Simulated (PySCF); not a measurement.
PySCF input (M06-2X/def2-TZVPD):

```python
from pyscf import gto, scf, dft

mol = gto.M(
    atom='''
    Al   -0.00000000   -0.00000000   -1.16094063
    O    -0.00000000   -0.00000000   -2.75812979
    Br    0.00000000    0.00000000    1.06163619
    ''',
    basis='def2-tzvpd',
    charge=0,
    spin=0,
    verbose=4,
)

mf = dft.RKS(mol, xc='m062x').density_fit(auxbasis='def2-universal-jkfit')
mf.grids.level = 4
mf.conv_tol = 1e-9
mf.max_cycle = 100
mf.max_memory = 1500
mf.kernel()
if not mf.converged:
    mf = mf.newton()
    mf.kernel(mf.make_rdm1())
mf.analyze()
```

End of the output:

```
Extra cycle  E= -2891.8901635092  delta_E= -4.14e-11  |g|= 4.35e-06  |ddm|= 2.26e-05
converged SCF energy = -2891.8901635092
**** SCF Summaries ****
Total Energy =                       -2891.890163509200647
Nuclear Repulsion Energy =             181.579034295441659
One-electron Energy =                -4384.868105352405109
Two-electron Energy =                 1311.398907547763201
Two-electron Coulomb Energy =         1430.048893272786245
DFT Exchange-Correlation Energy =     -118.649985725022987
HOMO-LUMO gap [eV] =                     7.337624989817714
**** MO energy ****
MO #1   energy= -485.421150768424  occ= 2
MO #2   energy= -63.4060428928375  occ= 2
MO #3   energy= -57.2246770028216  occ= 2
MO #4   energy= -57.2235473249299  occ= 2
MO #5   energy= -57.2235473249297  occ= 2
MO #6   energy= -56.8971083770616  occ= 2
MO #7   energy= -19.5725033844369  occ= 2
MO #8   energy= -9.07164480775974  occ= 2
MO #9   energy= -6.89287691807172  occ= 2
MO #10  energy= -6.88834606163474  occ= 2
MO #11  energy= -6.8883460616347   occ= 2
MO #12  energy= -4.4312318510429   occ= 2
MO #13  energy= -2.93532723431121  occ= 2
MO #14  energy= -2.93532723431117  occ= 2
MO #15  energy= -2.9307267385578   occ= 2
MO #16  energy= -2.92620171318554  occ= 2
MO #17  energy= -2.92492598970842  occ= 2
MO #18  energy= -2.92492598970838  occ= 2
MO #19  energy= -2.92074835023262  occ= 2
MO #20  energy= -2.92074570794238  occ= 2
MO #21  energy= -0.981658955746695 occ= 2
MO #22  energy= -0.90310330715478  occ= 2
MO #23  energy= -0.497064481282344 occ= 2
MO #24  energy= -0.417601573849675 occ= 2
MO #25  energy= -0.417601573849668 occ= 2
MO #26  energy= -0.383555370716551 occ= 2
MO #27  energy= -0.34561429338508  occ= 2
MO #28  energy= -0.345614293385026 occ= 2
MO #29  energy= -0.0759615463906371 occ= 0
MO #30  energy= -0.0122848551593728 occ= 0
MO #31  energy= -0.0122848551592926 occ= 0
MO #32  energy= 0.0105997735765968 occ= 0
MO #33  energy= 0.0241529679680508 occ= 0
MO #34  energy= 0.0241529679680906 occ= 0
MO #35  energy= 0.0293106889428927 occ= 0
MO #36  energy= 0.0589906499765845 occ= 0
MO #37  energy= 0.0589907947375239 occ= 0
MO #38  energy= 0.0692428053387328 occ= 0
MO #39  energy= 0.11201044499661   occ= 0
MO #40  energy= 0.112010444996645  occ= 0
MO #41  energy= 0.125674436370164  occ= 0
MO #42  energy= 0.152713621379663  occ= 0
MO #43  energy= 0.156303400547274  occ= 0
MO #44  energy= 0.156303465538349  occ= 0
MO #45  energy= 0.177722845801881  occ= 0
MO #46  energy= 0.177722845802059  occ= 0
MO #47  energy= 0.181076242474221  occ= 0
MO #48  energy= 0.194262232482685  occ= 0
MO #49  energy= 0.194262232482697  occ= 0
MO #50  energy= 0.207284898820537  occ= 0
MO #51  energy= 0.238936777471504  occ= 0
MO #52  energy= 0.238938223679803  occ= 0
MO #53  energy= 0.253308740086513  occ= 0
MO #54  energy= 0.253308740086599  occ= 0
MO #55  energy= 0.302226534411069  occ= 0
MO #56  energy= 0.355494433609541  occ= 0
MO #57  energy= 0.359540803113703  occ= 0
MO #58  energy= 0.359540803113769  occ= 0
MO #59  energy= 0.38495782665474   occ= 0
MO #60  energy= 0.463526894583176  occ= 0
MO #61  energy= 0.463526894583181  occ= 0
MO #62  energy= 0.466730662014114  occ= 0
MO #63  energy= 0.466732494940066  occ= 0
MO #64  energy= 0.49103773664695   occ= 0
MO #65  energy= 0.491037927459245  occ= 0
MO #66  energy= 0.521922539266575  occ= 0
MO #67  energy= 0.529511949363009  occ= 0
MO #68  energy= 0.535070136095215  occ= 0
MO #69  energy= 0.535070136095259  occ= 0
MO #70  energy= 0.599721364052647  occ= 0
MO #71  energy= 0.599721364052796  occ= 0
MO #72  energy= 0.601595374443474  occ= 0
MO #73  energy= 0.722217806444703  occ= 0
MO #74  energy= 0.722217806444711  occ= 0
MO #75  energy= 0.749810373102467  occ= 0
MO #76  energy= 0.791823168661768  occ= 0
MO #77  energy= 0.791829501836117  occ= 0
MO #78  energy= 0.83459475218619   occ= 0
MO #79  energy= 0.834594752186278  occ= 0
MO #80  energy= 0.873003622840581  occ= 0
MO #81  energy= 0.873004278221746  occ= 0
MO #82  energy= 0.917543702393452  occ= 0
MO #83  energy= 0.954009760357085  occ= 0
MO #84  energy= 0.954009760357194  occ= 0
MO #85  energy= 0.962167126859205  occ= 0
MO #86  energy= 1.03739566360325   occ= 0
MO #87  energy= 1.0373956636033    occ= 0
MO #88  energy= 1.12914854550795   occ= 0
MO #89  energy= 1.19074299425099   occ= 0
MO #90  energy= 1.39010689363477   occ= 0
MO #91  energy= 1.50755504839618   occ= 0
MO #92  energy= 1.50758565485871   occ= 0
MO #93  energy= 1.52601515511405   occ= 0
MO #94  energy= 1.52601515511406   occ= 0
MO #95  energy= 1.53191542873881   occ= 0
MO #96  energy= 1.53191542873884   occ= 0
MO #97  energy= 1.59732741001123   occ= 0
MO #98  energy= 1.59733105855278   occ= 0
MO #99  energy= 1.60239336437662   occ= 0
MO #100 energy= 1.7294890185511    occ= 0
MO #101 energy= 1.72948901855118   occ= 0
MO #102 energy= 1.79432953963243   occ= 0
MO #103 energy= 1.79432953963263   occ= 0
MO #104 energy= 1.84435049641385   occ= 0
MO #105 energy= 1.85572903049779   occ= 0
MO #106 energy= 1.85574097077488   occ= 0
MO #107 energy= 2.04089474000987   occ= 0
[...]
```
